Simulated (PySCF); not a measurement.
C₅H₆N₃O (doublet state).
Atom-mapped SMILES: `[CH:1]1=[N:2][NH:3][C:4]2[O:5][CH2:6][CH2:7][C:8]2=[N:9]1` (hydrogens: H10 on C1; H11 on N3; H12, H13 on C6; H14, H15 on C7)

The calculation used UKS B3LYP, pcH-1 on C H N O, non-relativistic, mean-field spin-orbit, GIAO in PySCF. Isolated species at its GFN2-xTB geometry, gas phase. Couplings are sensitive to structure, and on GFN2-xTB geometries they can be far from those on DFT ones. No stability test was run, so a lower SCF solution isn't excluded.

Principal values of hyperfine tensors in MHz (contact and dipolar terms together), for some of the nuclei:

```json
{"atom": "H14", "isotope": "1H", "A1": "28.38", "A2": "28.77", "A3": "34.32", "alike by the symmetry of this geometry": "H15"}
{"atom": "H11", "isotope": "1H", "A1": "-43.13", "A2": "-29.85", "A3": "-2.28", "alike by the symmetry of this geometry": "none"}
{"atom": "C1", "isotope": "13C", "A1": "-43.05", "A2": "-17.27", "A3": "-11.70", "alike by the symmetry of this geometry": "none"}
{"atom": "N9", "isotope": "14N", "A1": "-3.27", "A2": "-3.06", "A3": "48.39", "alike by the symmetry of this geometry": "none"}
{"atom": "N3", "isotope": "14N", "A1": "-2.32", "A2": "-2.24", "A3": "42.47", "alike by the symmetry of this geometry": "none"}
{"atom": "N2", "isotope": "14N", "A1": "-2.67", "A2": "-2.00", "A3": "40.19", "alike by the symmetry of this geometry": "none"}
{"atom": "C7", "isotope": "13C", "A1": "-11.17", "A2": "-10.76", "A3": "-9.07", "alike by the symmetry of this geometry": "none"}
{"atom": "O5", "isotope": "17O", "A1": "-15.23", "A2": "2.89", "A3": "3.25", "alike by the symmetry of this geometry": "none"}
```

(1) Split each tensor into its isotropic and traceless parts, and turn a_iso into mT with g = 2.0036.

(2) What spin density at the nucleus of H11 lies behind its contact coupling (g_N = 5.58569)?

(3) C4 (13C, g_N = 1.40482) isn't in the table. Its spin density at the nucleus is -0.008417 bohr⁻³. What is its contact coupling?

(4) Which nucleus of the table has the largest anisotropic coupling, and what is its form?

(5) In a single crystal, with the field along each principal axis of the tensor of H11 in turn, what first-order splitting does this nucleus give (isotropic g, quadrupole terms neglected)?

Results:

(1) a_iso is a third of the trace, T = A − a_iso, and a(mT) = a(MHz)/(g × 13.996).

| atom | a_iso (MHz) | a_iso (mT) | T1 | T2 | T3 |
| --- | --- | --- | --- | --- | --- |
| H14 | 30.49 | 1.087 | -2.11 | -1.72 | 3.83 |
| H11 | -25.09 | -0.895 | -18.05 | -4.76 | 22.81 |
| C1 | -24.01 | -0.856 | -19.04 | 6.74 | 12.31 |
| N9 | 14.02 | 0.500 | -17.29 | -17.08 | 34.37 |
| N3 | 12.64 | 0.451 | -14.96 | -14.88 | 29.83 |
| N2 | 11.84 | 0.422 | -14.51 | -13.84 | 28.35 |
| C7 | -10.33 | -0.368 | -0.84 | -0.43 | 1.26 |
| O5 | -3.03 | -0.108 | -12.20 | 5.92 | 6.28 |

(2) a_FC = (2μ0/3) gₑ μB g_N μN ρ(0)/(2S·h) = 800.24 MHz × g_N × ρ(0)/(2S), with ρ in bohr⁻³. With a_FC = -25.09 MHz and 2S = 1, ρ(0) = -0.005613 bohr⁻³. In magnitude that is 1.8 % of the 1/π = 0.318 of a free hydrogen atom.

(3) By the same relation, a_FC = -9.46 MHz. Its full tensor has the principal values -19.54, -17.87, 9.03 MHz.

(4) N9: -17.3, -17.1, 34.4 MHz, axial, in the ratio −1:−1:+2, the form that spin in one p orbital centred on that nucleus gives.

(5) 2 lines (I = 1/2), spaced by |A_i|/(g × 13.996): 1.54, 1.06, 0.08 mT along the axes of A1, A2 and A3.

The SMILES draws the unpaired electron on C4; the largest computed Mulliken spin population is on N9 (0.35 against 0.09).
